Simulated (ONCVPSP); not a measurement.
# An all-electron radial function and its pseudo partner (O (Z = 8))

Columns: radius, all-electron u(r) and pseudo u(r) of the 2p shell (level -24.45 eV) of oxygen in the configuration [He] 2s2 2p3; PBE, scalar-relativistic, ONCV scheme, ONCVPSP 4.0.1.

```csv
r (bohr),all-electron,pseudo
0.103,0.1195,0.0295
0.205,0.3304,0.1131
0.308,0.5325,0.2414
0.410,0.6899,0.3958
0.513,0.8018,0.5603
0.615,0.8698,0.7130
0.718,0.9020,0.8408
0.820,0.9053,0.9302
0.923,0.8877,0.9782
1.025,0.8556,0.9844
1.128,0.8133,0.9548
1.230,0.7655,0.8988
1.332,0.7147,0.8261
1.435,0.6623,0.7453
1.538,0.6103,0.6651
1.640,0.5603,0.5917
1.743,0.5120,0.5265
1.845,0.4668,0.4715
1.948,0.4241,0.4247
2.050,0.3847,0.3847
2.153,0.3480,0.3480
2.255,0.3145,0.3145
2.358,0.2835,0.2835
2.460,0.2554,0.2555
2.562,0.2299,0.2299
2.665,0.2063,0.2063
```

**Question.** How many radial nodes do the two functions have?

**Answer.** The all-electron 2p function has n − l − 1 = 0; the pseudo-wave has 0.

**Question.** At about which radius was the pseudo-wave matched?

**Answer.** 2.05 bohr, where the columns begin to agree (steps of 0.10 bohr).

**Question.** Where does each function peak?

**Answer.** Outermost all-electron maximum near 0.82 bohr, pseudo maximum near 1.02 bohr (to the table’s step).

**Question.** Is the pseudo-wave norm-conserving?

**Answer.** Yes: the ONCV scheme keeps the norm inside the radius equal to the all-electron one, which fixes the energy derivative of the logarithmic derivative at the level.
